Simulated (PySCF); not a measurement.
Compound: 1-methyl-1H-indene, C10H10.
Numbering: `[CH3:1][C@H:2]1[CH:3]=[CH:4][c:5]2[cH:6][cH:7][cH:8][cH:9][c:10]21` (hydrogens: H11, H12, H13 on C1; H14 on C2; H15 on C3; H16 on C4; H17 on C6; H18 on C7; H19 on C8; H20 on C9)

The same species was optimised twice, with GFN2-xTB and with PBE0-D3(BJ)/def2-SVP (PySCF), and the same property calculations (PySCF, gas phase) were run on both structures.

| coordinate | GFN2-xTB | PBE0-D3(BJ)/def2-SVP | change |
| --- | --- | --- | --- |
| C4–C5 (Å) | 1.451 | 1.463 | +0.012 |
| C3=C4 (Å) | 1.336 | 1.347 | +0.011 |
| C9–C10 (Å) | 1.377 | 1.388 | +0.011 |
| C7–C8 (Å) | 1.387 | 1.397 | +0.010 |
| C6–C7 (Å) | 1.386 | 1.396 | +0.010 |
| C5–C6 (Å) | 1.385 | 1.395 | +0.010 |
| C8–C9 (Å) | 1.389 | 1.399 | +0.010 |
| C5–C10 (Å) | 1.404 | 1.410 | +0.006 |
| C2–C10 (Å) | 1.504 | 1.508 | +0.004 |
| C2–C3 (Å) | 1.504 | 1.507 | +0.003 |
| C1–C2 (Å) | 1.530 | 1.529 | -0.001 |
| C1–C2–C3 (°) | 112.8 | 114.0 | +1.2 |
| C1–C2–C10 (°) | 113.1 | 114.2 | +1.1 |
| C8–C9–C10 (°) | 118.6 | 118.9 | +0.3 |
| C3–C2–C10 (°) | 101.9 | 102.2 | +0.3 |
| C5–C6–C7 (°) | 118.4 | 118.7 | +0.3 |
| C4–C5–C6 (°) | 131.2 | 131.5 | +0.3 |
| C7–C8–C9 (°) | 120.9 | 120.6 | -0.3 |
| C4–C5–C10 (°) | 108.1 | 108.0 | -0.1 |

Rotational constants: A = 2628, B = 1266, C = 900.4 MHz (GFN2-xTB) against A = 2595, B = 1248, C = 884.7 MHz (PBE0-D3(BJ)/def2-SVP). Point groups within 0.08 Å: C1 and C1.

On the GFN2-xTB structure: HOMO (eV) -6.33 [PBE0/pcSseg-1]; LUMO (eV) -0.72 [PBE0/pcSseg-1]; dipole (D) 0.74 [PBE0/pcSseg-1]; GIAO shielding of C1 (ppm) 168.3 [PBE0/pcSseg-1]; GIAO shielding of C2 (ppm) 137.5 [PBE0/pcSseg-1]; GIAO shielding of C3 (ppm) 37.1 [PBE0/pcSseg-1]; GIAO shielding of C4 (ppm) 48.7 [PBE0/pcSseg-1]; GIAO shielding of C5 (ppm) 37.2 [PBE0/pcSseg-1]; GIAO shielding of C6 (ppm) 60.4 [PBE0/pcSseg-1]; GIAO shielding of C7 (ppm) 55.0 [PBE0/pcSseg-1]; GIAO shielding of C8 (ppm) 56.8 [PBE0/pcSseg-1].

Q: What do these properties become on the PBE0-D3(BJ)/def2-SVP structure?

A: 
```
                                    property          level  on GFN2-xTB  on PBE0-D3(BJ)/def2-SVP  change
                                   HOMO (eV)  PBE0/pcSseg-1        -6.33                    -6.33    0.00
                                   LUMO (eV)  PBE0/pcSseg-1        -0.72                    -0.77   -0.05
                                  dipole (D)  PBE0/pcSseg-1         0.74                     0.75   +0.01
energy, GFN2-xTB geometry as zero (kcal/mol)  PBE0/pcSseg-1          0.0                     -0.4    -0.4
                  GIAO shielding of C1 (ppm)  PBE0/pcSseg-1        168.3                    166.8    -1.5
                  GIAO shielding of C2 (ppm)  PBE0/pcSseg-1        137.5                    136.4    -1.1
                  GIAO shielding of C3 (ppm)  PBE0/pcSseg-1         37.1                     34.9    -2.2
                  GIAO shielding of C4 (ppm)  PBE0/pcSseg-1         48.7                     45.4    -3.3
                  GIAO shielding of C5 (ppm)  PBE0/pcSseg-1         37.2                     35.4    -1.8
                  GIAO shielding of C6 (ppm)  PBE0/pcSseg-1         60.4                     58.1    -2.3
                  GIAO shielding of C7 (ppm)  PBE0/pcSseg-1         55.0                     52.3    -2.7
                  GIAO shielding of C8 (ppm)  PBE0/pcSseg-1         56.8                     54.2    -2.6
```

The heavy atoms differ by 0.021 Å rms after alignment. Among bonds between heavy atoms C3=C4, C4–C5 and C9–C10 change most and about equally (+0.011 to +0.012 Å). Changes are differences of the printed values. Neither structure is proved a minimum here.
